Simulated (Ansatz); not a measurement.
Species: C2H5Cl2Si (charge 0, doublet). It need not be the lowest isomer of its formula. SMILES: [Si](Cl)(Cl)(C)[CH2]
Geometry from a B3LYP-D3(BJ)/def2-TZVP (Ansatz, a quantum-chemistry and plane-wave program) optimisation:
```xyz
10

Si    -0.0211    -0.3518    -0.0871
Cl     0.0100     1.2421    -1.4073
Cl    -0.0729     0.4495     1.8209
C     -1.5486    -1.3141    -0.3632
C      1.5299    -1.3442    -0.2899
H     -2.5333    -0.8678    -0.2938
H     -1.5314    -2.3707    -0.6051
H      1.5902    -1.7487    -1.3020
H      1.5439    -2.1726     0.4210
H      2.4077    -0.7223    -0.1131
```
Charge 0, spin multiplicity 2.

Wanted: atomisation energy (electronic, to ground-state atoms), in kcal/mol. Correlated levels leave the core frozen unless marked. Open shells are spin-unrestricted. No spin-orbit coupling. No relativistic terms. The coupled-cluster limit lacks core correlation, which all-electron functionals hold. Basis-set limits of correlation are two-point, X^-3; Hartree-Fock from the larger set. The bracket is a focal-point correction in the basis named.

```json
[
 {"level": "HF/STO-3G", "program": "Ansatz", "atomisation energy (kcal/mol)": "820.5"}
]
```

### Question
Predict the RI-MP2/CBS(cc-pV(T+d)Z,cc-pV(Q+d)Z)+[CCSD(T)-MP2]/cc-pV(T+d)Z result (Ansatz).

### Answer
862.6 kcal/mol
